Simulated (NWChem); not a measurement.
System: PbHSF, singlet; SMILES [F][Pb][SH]

Input file for NWChem:

```
start job
memory heap 200 mb stack 900 mb global 1100 mb
geometry units angstroms noautoz
  Pb     0.264270     0.337622     0.000000
  F     -1.666130     1.049636     0.000000
  S     -0.383425    -2.127934     0.000000
  H      0.915410    -2.509313     0.000000
end
basis spherical
  * library def2-svp
end
ecp
  Pb library def2-ecp
end
dft
  xc m06-2x
  grid fine
  iterations 150
  mulliken
end
task dft gradient
```

NWChem printed, in part:

```
             Northwest Computational Chemistry Package (NWChem) 7.3.0
             --------------------------------------------------------

 CS  symmetry detected

                             Geometry "geometry" -> ""
                             -------------------------

 Output coordinates in angstroms (scale by  1.889725989 to convert to a.u.)

  No.       Tag          Charge          X              Y              Z
 ---- ---------------- ---------- -------------- -------------- --------------
    1 Pb                  82.0000     0.22805202     0.34829315     0.00000000
    2 F                    9.0000    -1.74557037     0.92986238     0.00000000
    3 S                   16.0000    -0.25361929    -2.15499827     0.00000000
    4 H                    1.0000     1.06777639    -2.44882772     0.00000000

 Effective nuclear repulsion energy (a.u.)     506.5919917235

      Symmetry information
      --------------------

 Group name             Cs
 Group number              2
 Group order               2
 No. of unique centers     4

                                 NWChem DFT Module
                                 -----------------

 Summary of "ao basis" -> "ao basis" (spherical)
 ------------------------------------------------------------------------------
       Tag                 Description            Shells   Functions and Types
 ---------------- ------------------------------  ------  ---------------------
 Pb                         def2-svp                10       26   4s4p2d
 F                          def2-svp                 6       14   3s2p1d
 S                          def2-svp                 8       18   4s3p1d
 H                          def2-svp                 3        5   2s1p

      Symmetry analysis of basis
      --------------------------

        a'         45
        a"         18

            General Information
            -------------------
          SCF calculation type: DFT
          Wavefunction type:  closed shell.
          No. of atoms     :     4
          No. of electrons :    48
           Alpha electrons :    24
            Beta electrons :    24
          Charge           :     0
          Spin multiplicity:     1
          Use of symmetry is: on ; symmetry adaption is: on
          Maximum number of iterations: 150
          AO basis - number of functions:    63
                     number of shells:    27
          Convergence on energy requested:  1.00D-06
          Convergence on density requested:  1.00D-05
          Convergence on gradient requested:  5.00D-04

              XC Information
              --------------
                       M06-2X Method XC Functional
                     Hartree-Fock (Exact) Exchange  0.540
                        M06-2X Exchange Functional  1.000
                      M06-2X Correlation Potential  1.000

             Grid Information
             ----------------
          Grid used for XC integration:  fine
          Radial quadrature: Mura-Knowles
          Angular quadrature: Lebedev.
          Tag              B.-S. Rad. Rad. Pts. Rad. Cut. Ang. Pts.
          ---              ---------- --------- --------- ---------
          Pb                  1.80      141          10.0       974
          F                   0.50       70          11.0       590
          S                   1.00      123          10.0       770
          H                   0.35       60          11.0       590
          Grid pruning is: on
          Number of quadrature shells:   394
          Spatial weights used:  Erf1

      Superposition of Atomic Density Guess
      -------------------------------------

 Sum of atomic energies:        -716.49920210

      Non-variational initial energy
      ------------------------------

 Total energy =    -688.921331
 1-e energy   =   -1339.208167
 2-e energy   =     492.731276
 HOMO         =      -0.292343
 LUMO         =      -0.041756

      Symmetry analysis of molecular orbitals - initial
      -------------------------------------------------

  Numbering of irreducible representations:

     1 a'          2 a"

  Orbital symmetries:

     1 a'          2 a'          3 a'          4 a'          5 a'
     6 a"          7 a'          8 a'          9 a'         10 a"
    11 a'         12 a'         13 a'         14 a'         15 a"
    16 a"         17 a'         18 a'         19 a'         20 a"
    21 a'         22 a'         23 a"         24 a'         25 a"
    26 a'         27 a'         28 a'         29 a'         30 a'
    31 a"         32 a'         33 a'         34 a"

     ---------------------------------------------
      Total Density - Mulliken Population Analysis
     ---------------------------------------------

    Atom       Charge   Shell Charges
 -----------   ------   -------------------------------------------------------
    1 Pb  22    20.68   2.99 -0.94  1.20  0.70  3.38  2.61  0.43  0.25  9.74  0.31
    2 F    9     9.81   1.99  1.16  0.81  3.59  2.25  0.00
    3 S   16    16.72   2.00  1.99  1.21  0.66  5.94  1.85  3.04  0.02
    4 H    1     0.80   0.58  0.19  0.03

   convergence    iter        energy       DeltaE   RMS-Dens  Diis-err
 ---------------- ----- ----------------- --------- --------- ---------
 d= 0,ls=0.0,diis     1   -691.0777134634 -8.49D+02  2.58D-02  7.35D-01
 d= 0,ls=0.0,diis     2   -690.9546777768  1.23D-01  1.28D-02  2.28D+00
 d= 0,ls=0.0,diis     3   -691.1782072498 -2.24D-01  2.40D-03  1.16D-02
 d= 0,ls=0.0,diis     4   -691.1795103788 -1.30D-03  1.22D-03  4.04D-03
 d= 0,ls=0.0,diis     5   -691.1795001867  1.02D-05  4.30D-04  1.44D-04
  Resetting Diis
 d= 0,ls=0.0,diis     6   -691.1795492334 -4.90D-05  2.10D-04  1.77D-05
 d= 0,ls=0.0,diis     7   -691.1795552769 -6.04D-06  2.94D-05  1.21D-06
 d= 0,ls=0.0,diis     8   -691.1795553690 -9.21D-08  1.01D-05  1.44D-06
 d= 0,ls=0.0,diis     9   -691.1795555052 -1.36D-07  3.41D-06  3.55D-08

         Total DFT energy =     -691.179555505201
      One electron energy =    -1341.376344918338
           Coulomb energy =      545.120808439346
    Exchange-Corr. energy =      -52.479578485830
 Nuclear repulsion energy =      157.555559459620

 Numeric. integr. density =       48.000000524870

                  Occupations of the irreducible representations
                  ----------------------------------------------

                     irrep           alpha         beta
                     --------     --------     --------
                     a'               18.0         18.0
                     a"                6.0          6.0

                       DFT Final Molecular Orbital Analysis
                       ------------------------------------

 Vector   22  Occ=2.000000D+00  E=-4.072455D-01  Symmetry=a'
              MO Center= -9.9D-01,  4.8D-01, -1.4D-14, r^2= 2.9D+00
   Bfn.  Coefficient  Atom+Function         Bfn.  Coefficient  Atom+Function
  ----- ------------  ---------------      ----- ------------  ---------------
    30      0.464917  2 F  px                33     -0.345763  2 F  px
    31     -0.276306  2 F  py                 3      0.274523  1 Pb s
    11      0.254263  1 Pb px                 1     -0.207866  1 Pb s
    34      0.205089  2 F  py                 4      0.187742  1 Pb s
    52      0.142577  3 S  py                21      0.129898  1 Pb d  2

 Vector   23  Occ=2.000000D+00  E=-3.084114D-01  Symmetry=a'
              MO Center= -6.5D-02, -1.1D+00, -1.9D-15, r^2= 4.1D+00
   Bfn.  Coefficient  Atom+Function         Bfn.  Coefficient  Atom+Function
  ----- ------------  ---------------      ----- ------------  ---------------
    52      0.496942  3 S  py                49      0.346194  3 S  py
     3     -0.308851  1 Pb s                 12     -0.258588  1 Pb py
     1      0.206956  1 Pb s                  4     -0.207776  1 Pb s
    46      0.197688  3 S  py                11     -0.172536  1 Pb px
    51      0.168681  3 S  px                30     -0.142699  2 F  px

 Vector   24  Occ=2.000000D+00  E=-3.050436D-01  Symmetry=a"
              MO Center= -2.1D-01, -1.9D+00,  2.6D-15, r^2= 1.9D+00
   Bfn.  Coefficient  Atom+Function         Bfn.  Coefficient  Atom+Function
  ----- ------------  ---------------      ----- ------------  ---------------
    53      0.628748  3 S  pz                50      0.421291  3 S  pz
    47      0.240981  3 S  pz                16      0.122392  1 Pb pz
    13      0.115889  1 Pb pz                32      0.073904  2 F  pz
    18      0.070474  1 Pb d -1              35     -0.062593  2 F  pz
    23     -0.053326  1 Pb d -1              10     -0.045263  1 Pb pz

 Vector   25  Occ=0.000000D+00  E=-6.366427D-02  Symmetry=a"
              MO Center=  2.2D-01,  2.1D-01,  1.3D-14, r^2= 4.2D+00
   Bfn.  Coefficient  Atom+Function         Bfn.  Coefficient  Atom+Function
  ----- ------------  ---------------      ----- ------------  ---------------
    16      0.638010  1 Pb pz                13      0.491307  1 Pb pz
    53     -0.285589  3 S  pz                10     -0.179430  1 Pb pz
     7     -0.174765  1 Pb pz                32      0.143885  2 F  pz
    50     -0.144339  3 S  pz                35     -0.139834  2 F  pz
    47     -0.083249  3 S  pz                25     -0.042425  1 Pb d  1

 Vector   26  Occ=0.000000D+00  E= 8.062828D-03  Symmetry=a'
              MO Center=  3.8D-01,  3.9D-01,  4.6D-16, r^2= 4.9D+00
   Bfn.  Coefficient  Atom+Function         Bfn.  Coefficient  Atom+Function
  ----- ------------  ---------------      ----- ------------  ---------------
    15      0.690651  1 Pb py                14     -0.613283  1 Pb px
    29     -0.285133  2 F  s                 52      0.252353  3 S  py
    12      0.247721  1 Pb py                44      0.236325  3 S  s
    11     -0.211503  1 Pb px                30      0.172920  2 F  px
    33     -0.157975  2 F  px                51      0.145325  3 S  px

 Vector   27  Occ=0.000000D+00  E= 2.569090D-02  Symmetry=a'
              MO Center=  2.9D-01,  2.0D-01, -9.7D-15, r^2= 5.3D+00
   Bfn.  Coefficient  Atom+Function         Bfn.  Coefficient  Atom+Function
  ----- ------------  ---------------      ----- ------------  ---------------
    15      0.647910  1 Pb py                14      0.633276  1 Pb px
     3     -0.488616  1 Pb s                 52      0.476941  3 S  py
    44      0.451451  3 S  s                 12      0.273534  1 Pb py
     1      0.240137  1 Pb s                 11      0.190562  1 Pb px
    29      0.183102  2 F  s                 49      0.180622  3 S  py

     ---------------------------------------------
      Total Density - Mulliken Population Analysis
     ---------------------------------------------

    Atom       Charge   Shell Charges
 -----------   ------   -------------------------------------------------------
    1 Pb  22    21.17   3.00 -0.94  1.36  0.48  3.37  2.63  0.78  0.36  9.72  0.41
    2 F    9     9.54   1.99  1.10  0.87  3.31  2.27  0.00
    3 S   16    16.35   2.00  1.99  1.21  0.68  5.93  1.76  2.74  0.04
    4 H    1     0.94   0.71  0.20  0.03

     -------------------------------------------
      Total Density - Lowdin Population Analysis
     -------------------------------------------

    Atom       Charge   Shell Charges
 -----------   ------   -------------------------------------------------------
    1 Pb  22    21.45   1.48  0.48  1.11  0.78  3.09  2.69  0.96  0.60  9.35  0.92
    2 F    9     9.42   1.98  1.03  0.84  3.21  2.36  0.00
    3 S   16    16.10   2.00  1.95  0.99  0.72  5.82  1.87  2.70  0.05
    4 H    1     1.03   0.62  0.33  0.08

     Multipole analysis of the density
     ---------------------------------

     L   x y z        total         alpha         beta         nuclear
     -   - - -        -----         -----         ----         -------
     0   0 0 0     -0.000000    -24.000000    -24.000000     48.000000

     1   1 0 0      1.908395     13.882872     13.882872    -25.857350
     1   0 1 0      0.579912     20.035315     20.035315    -39.490717
     1   0 0 1     -0.000000     -0.000000     -0.000000      0.000000

     2   2 0 0    -37.109036    -73.435748    -73.435748    109.762459
     2   1 1 0      0.192659     12.114459     12.114459    -24.036259
     2   1 0 1      0.000000      0.000000      0.000000      0.000000
     2   0 2 0    -37.572093   -180.825969   -180.825969    324.079846
     2   0 1 1      0.000000      0.000000      0.000000      0.000000
     2   0 0 2    -32.046314    -16.023157    -16.023157      0.000000

            General Information
            -------------------
          SCF calculation type: DFT
          Wavefunction type:  closed shell.
          No. of atoms     :     4
          No. of electrons :    48
           Alpha electrons :    24
            Beta electrons :    24
          Charge           :     0
          Spin multiplicity:     1
          Use of symmetry is: on ; symmetry adaption is: on
          Maximum number of iterations: 150
          AO basis - number of functions:    63
                     number of shells:    27
          Convergence on energy requested:  1.00D-06
          Convergence on density requested:  1.00D-05
          Convergence on gradient requested:  5.00D-04

              XC Information
              --------------
                       M06-2X Method XC Functional
                     Hartree-Fock (Exact) Exchange  0.540
                        M06-2X Exchange Functional  1.000
                      M06-2X Correlation Potential  1.000

             Grid Information
             ----------------
          Grid used for XC integration:  fine
          Radial quadrature: Mura-Knowles
          Angular quadrature: Lebedev.
          Tag              B.-S. Rad. Rad. Pts. Rad. Cut. Ang. Pts.
          ---              ---------- --------- --------- ---------
          Pb                  1.80      141          10.0       974
          F                   0.50       70          11.0       590
          S                   1.00      123          10.0       770
          H                   0.35       60          11.0       590
          Grid pruning is: on
          Number of quadrature shells:   394
          Spatial weights used:  Erf1

          Convergence Information
          -----------------------
          Convergence aids based upon iterative change in
          total energy or number of iterations.
          Levelshifting, if invoked, occurs when the
          HOMO/LUMO gap drops below (HL_TOL):  1.00D-02
          DIIS, if invoked, will attempt to extrapolate
          using up to (NFOCK): 10 stored Fock matrices.

                    Damping( 0%)  Levelshifting(0.5)       DIIS
                  --------------- ------------------- ---------------
          dE  on:    start            ASAP                start
          dE off:    2 iters        150 iters           150 iters

                            NWChem DFT Gradient Module
                            --------------------------

  charge          =   0.00
  wavefunction    = closed shell

  Using symmetry

                         DFT ENERGY GRADIENTS

    atom               coordinates                        gradient
                 x          y          z           x          y          z
   1 Pb      0.430956   0.658179   0.000000    0.000269  -0.002135   0.000000
   2 F      -3.298650   1.757185   0.000000   -0.000972   0.000998   0.000000
   3 S      -0.479271  -4.072356   0.000000   -0.000970   0.001340   0.000000
   4 H       2.017805  -4.627613   0.000000    0.001673  -0.000204   0.000000
```

Level: M06-2X/def2-SVP with def2 effective core potentials on Pb. Low-valent species are run as closed-shell singlets; no triplet was tried in these runs. Coordinates come from a PBE0/def2-SVP optimisation. def2 effective core potentials on Pb; no spin-orbit coupling.
